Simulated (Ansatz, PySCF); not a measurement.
Three-fold rotor about C1–Ge2 in CH5FGe (SMILES [CH3][GeH2][F]); single points on GFN2-xTB geometries with the dihedral held.
Staggered geometry (60°) (charge 0, multiplicity 1):
```xyz
8

C      1.065     0.083    -0.065
Ge    -0.892     0.007     0.073
F     -1.263    -1.682     0.353
H      1.400    -0.541    -0.890
H      1.513    -0.292     0.852
H      1.413     1.098    -0.233
H     -1.514     0.660     1.276
H     -1.673     0.288    -1.182
```

Frozen-core correlation. Filled d and f shells under p-block atoms count as core. CBS(a, b) extrapolates the correlation energy as X⁻³ and adds the Hartree–Fock energy of set b. MP2 and its Hartree–Fock in cc-pVQZ are density fitted. Rows in 6-31G* carry no dispersion term and start afresh at each structure (6-31G* with six Cartesian d functions); the Pople sets are all-electron and without relativity.

Run with Ansatz (Gaussian basis) for Hartree–Fock, density functionals and correlated methods; PySCF for 6-31G* rows. Each number belongs to the level named beside it.

Energies above the staggered point (kcal/mol):

```tsv
dihedral (°)	PBE/def2-TZVPP	B3LYP/6-31G*	MP2/CBS(cc-pVTZ, cc-pVQZ) + ΔCCSD(T)/cc-pVTZ
0	0.747	0.783	0.896
20	0.556	0.578	0.663
40	0.181	0.191	0.215
60	0.000	0.000	0.000
80	0.186	0.183	0.224
100	0.564	0.582	0.675
120	0.747	0.783	0.896
```

Moments of inertia of the two ends about the bond: 3.142 and 57.951 u Å².

Question: Fit V = V₃/2 (1 − cos 3φ) + V₆/2 (1 − cos 6φ), φ counted from the staggered point, and estimate the harmonic torsional frequency.

Answer: 
V₃ is the energy at φ = 60°; at φ = 20° (mean of both sides) V = 0.25 V₃ + 0.75 V₆. The reduced moment I₁I₂/(I₁ + I₂) = 2.981 u Å² gives F = 16.8576/I = 5.656 cm⁻¹ (a rough rule where the frame isn't a symmetric top). Near the minimum V = kφ²/2 with k = (9V₃ + 36V₆)/2, and ω = √(2Fk), with 1 kcal/mol = 349.755 cm⁻¹.
- PBE/def2-TZVPP: V₃ = 0.75, V₆ = -0.004 kcal/mol, k = 1149 cm⁻¹/rad², ω = 114 cm⁻¹
- B3LYP/6-31G*: V₃ = 0.78, V₆ = -0.011 kcal/mol, k = 1160 cm⁻¹/rad², ω = 115 cm⁻¹
- MP2/CBS(cc-pVTZ, cc-pVQZ) + ΔCCSD(T)/cc-pVTZ: V₃ = 0.90, V₆ = -0.006 kcal/mol, k = 1369 cm⁻¹/rad², ω = 124 cm⁻¹

Ansatz is an electronic-structure program.
